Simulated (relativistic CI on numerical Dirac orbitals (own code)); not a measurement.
**Ho2+: 4p photoemission**

Computed with this model: Dirac-Coulomb-Breit CI, KLI orbitals optimised for each configuration, model QED (radiative potential, 1s self-energy scaled to tabulated hydrogen-like ionisation energies), valence Slater integrals scaled by 0.7, multiplet model of photoemission in the sudden approximation; configurations [Xe] 4f11 → [Ar] 3d10 4s2 4p5 4d10 4f11 5s2 5p6; 300 K; Lorentzian 1.75 eV and Gaussian 0.7 eV FWHM. Energies are those of the free ion, without screening or charge transfer. The energies are binding energies and can lie tens of eV above those of solids. S is read from ⟨S²⟩ = S(S + 1).

free ion: ground-state S = 1.47, centroid 344.34 eV. Peaks (eV, height): 327.4 (100), 329.6 (85), 334.4 (58), 371.8 (94).

Strongest unbroadened transitions for free ion:

```tsv
Energy (eV)	Relative strength
327.30	100.0
328.38	31.2
329.14	9.3
329.74	29.4
329.92	36.6
331.15	7.5
332.01	9.7
332.71	9.2
334.02	8.6
334.12	21.0
334.40	10.1
335.18	21.1
335.97	7.4
336.39	5.5
370.94	49.4
371.87	28.7
372.10	66.1
373.83	17.6
```
